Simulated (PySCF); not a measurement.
# [Er(NH3)]3+ at several levels of theory

Computed with PySCF 2.14.0 (density fitting, no spin-orbit coupling) at the geometry relaxed with PBE:

```xyz
5
[Er(NH3)]3+ (singlet in the valence; each metal's 4f electrons, 11 of them, lie in its core potential, out of spins and levels)
Er    0.0000    0.0000   -0.1244
N     0.0000    0.0000    2.1659
H     0.9519    0.0000    2.6315
H    -0.4760    0.8244    2.6315
H    -0.4759   -0.8244    2.6315
```

```csv
level,basis,state,HOMO (eV),gap (eV),charge on Er1 (e),population of f-type functions on Er1 (polarisation alone where 4f lies in the core),dipole about the centre of mass (D),largest force component (eV/Å)
PBE,"Er lcecp-1-SVP with ECP57, N def2-SVP, H def2-SVP",singlet,-26.72,5.17,2.40,0.01,4.43,0.01
wB97X,the same,singlet,-30.41,12.69,2.48,0.01,3.70,0.52
PBE,"Er lcecp-1-TZVP with ECP57, N def2-TZVP, H def2-TZVP",singlet,-26.65,5.10,2.51,0.01,4.46,0.34
```

In the lcecp rows the 4f levels are missing from HOMO and gap, and the state counts the valence alone.

Charges are Mulliken's, which hang on the basis. The relaxation used the grid (50, 194), these runs (75, 302) or, all-electron (x2c bases, spin-free X2C Hamiltonian), (99, 590).

Problem. A further run in the first row's basis gives HOMO (eV) -26.80, gap (eV) 5.36, charge on Er1 (e) 2.41, population of f-type functions on Er1 (polarisation alone where 4f lies in the core) 0.01, dipole about the centre of mass (D) 4.39, largest force component (eV/Å) 0.04. Which level was it?
A. BP86
B. BLYP
C. PBE0

Solution. A. The others give HOMO -28.09 eV (PBE0); -26.56 eV (BLYP).

In the first row's basis the gap widens with exact exchange: 5.0 to 5.4 eV for BLYP, PBE, BP86 (none); 7.7 eV for PBE0 (a fixed share); 12.7 eV for wB97X (rising or full at long range).

An lcecp potential fixes the number of 4f electrons, so in runs with it no electron can move into or out of that shell.
